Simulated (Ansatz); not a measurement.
Consider the ligand exchange at a Ga–N bond: `C=[N][Ga]([Cl])[Cl]` + CH₃SH → `C[S][Ga]([Cl])[Cl]` + `C=N`.

Gas-phase electronic energies from Ansatz, PBE0-D4/def2-TZVP geometries. CCSD(T)/CBS adds triple-zeta CCSD(T) − MP2 to the extrapolated MP2 energy (def2 sets, frozen cores). This one scheme is used for every species. DFT in def2-TZVPP. For Ga outer-core shells are correlated without core-valence functions, which leaves a few kJ/mol of doubt a bond. Scalar relativity is left out up to krypton. Each species was taken in one conformer, which may not be the lowest.

`C=[N][Ga]([Cl])[Cl]`:

Z-matrix (Å, degrees):
```
C
N 1 1.263
H 1 1.098 2 119.0
H 1 1.100 2 125.7 3 -180.0
Ga 2 1.861 1 117.5 3 180.0
Cl 5 2.139 2 120.8 1 0.0
Cl 5 2.116 2 121.4 1 -180.0
```

CH₃SH:

Z-matrix (Å, degrees):
```
C
S 1 1.806
H 1 1.089 2 111.5
H 1 1.089 2 111.5 3 -123.8
H 1 1.090 2 106.2 3 118.1
H 2 1.342 1 97.1 3 61.9
```

`C[S][Ga]([Cl])[Cl]`:

Z-matrix (Å, degrees):
```
C
S 1 1.820
H 1 1.090 2 105.7
H 1 1.088 2 111.3 3 -118.5
H 1 1.088 2 111.3 3 118.4
Ga 2 2.168 1 101.2 3 -180.0
Cl 6 2.133 2 120.8 1 0.0
Cl 6 2.123 2 121.4 1 -180.0
```

`C=N`:

```xyz
5

C     0.172   -0.319   -0.146
N     0.198    0.815    0.405
H    -0.740   -0.848   -0.448
H     1.115   -0.830   -0.345
H    -0.746    1.181    0.534
```

| level | ΔE (kJ/mol) |
| --- | --- |
| LDA (SPW92) | -75.9 |
| PBE-D4 | -77.9 |
| BLYP-D4 | -73.5 |
| r2SCAN0-D4 | -78.8 |
| BHLYP | -72.6 |
| CCSD/def2-TZVPP | -73.3 |
| CCSD(T)/def2-TZVPP | -74.1 |
| HF/def2-QZVPP | -68.2 |

What does CCSD(T)/CBS give? (Estimate.)

Computed: -77.8 kJ/mol. The listed levels differ from it by 1.9, -0.1, 4.3, -1.0, 5.2, 4.5, 3.7, 9.6 kJ/mol.

Largest T1 diagnostic among the species: 0.013.

Leaving LDA and LC-ωPBE aside and taking each functional with its dispersion term where it has one, the values, not all of them listed here, spread over 7.2 kJ/mol, from PBE0-D4 to B2PLYP. From BLYP to BHLYP (50 % exact exchange), in def2-TZVPP and without D4, ΔE moves by −3.2 kJ/mol.

CCSD(T)/CBS has its own doubt, a few kJ/mol and more with outer-core shells, so smaller differences from it don't rank the levels.
